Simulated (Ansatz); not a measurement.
CH₃BrGaO, SMILES `C[O][Ga][Br]` radical, 7 atoms. Total charge 0; spin multiplicity 2. Correlated methods include outer-core shells of Br, Ga, which these sets cover unevenly. Scalar relativity is left out up to krypton. All runs use 4 threads of a server CPU on a shared host. Correlated methods freeze the cores. Open-shell runs search over several starts.

(1) How many basis functions does each run have, and how long does it take in Ansatz? UKS PBE0-D4/def2-QZVPP energy; UHF-CCSD(T)/def2-SVP energy; UKS PBE-D4/def2-TZVPP energy and forces; UKS PBE0-D4/def2-SVP energy; direct RPA on PBE orbitals/def2-TZVPP energy; UKS ωB97M-V/def2-SVP energy; UKS revPBE-D4/def2-TZVPP energy; UKS LC-ωPBE/def2-TZVPP energy; UKS PBE0-D4/def2-TZVP frequencies; UHF-CCSD(T)/def2-TZVPP energy; UKS ωB97M-V/def2-QZVPP energy; UKS PBE0-D4/def2-TZVPP energy. (Best estimate.)

Results:

(1) Computed: Other jobs shared the machine, so times are rough.

| level | job | functions | wall time | peak host memory (GiB) |
| --- | --- | --- | --- | --- |
| UKS PBE0-D4/def2-SVP | energy | 107 | 2.3 s | 0.36 |
| UKS revPBE-D4/def2-TZVPP | energy | 200 | 2.8 s | 0.3 |
| UKS PBE-D4/def2-TZVPP | energy and forces | 200 | 3.1 s | 0.3 |
| UKS LC-ωPBE/def2-TZVPP | energy | 200 | 4.3 s | 0.47 |
| UKS PBE0-D4/def2-TZVPP | energy | 200 | 4.9 s | 0.82 |
| direct RPA on PBE orbitals/def2-TZVPP | energy | 200 | 6.5 s | 0.61 |
| UKS ωB97M-V/def2-SVP | energy | 107 | 9 s | 0.58 |
| UKS PBE0-D4/def2-QZVPP | energy | 382 | 19 s | 1.9 |
| UHF-CCSD(T)/def2-SVP | energy | 107 | 27 s | 1.1 |
| UKS ωB97M-V/def2-QZVPP | energy | 382 | 38 s | 2.3 |
| UKS PBE0-D4/def2-TZVP | frequencies | 176 | 2.5 min | 0.68 |
| UHF-CCSD(T)/def2-TZVPP | energy | 200 | 7.7 min | 7.3 |

LC-ωPBE has ω = 0.4 bohr⁻¹.
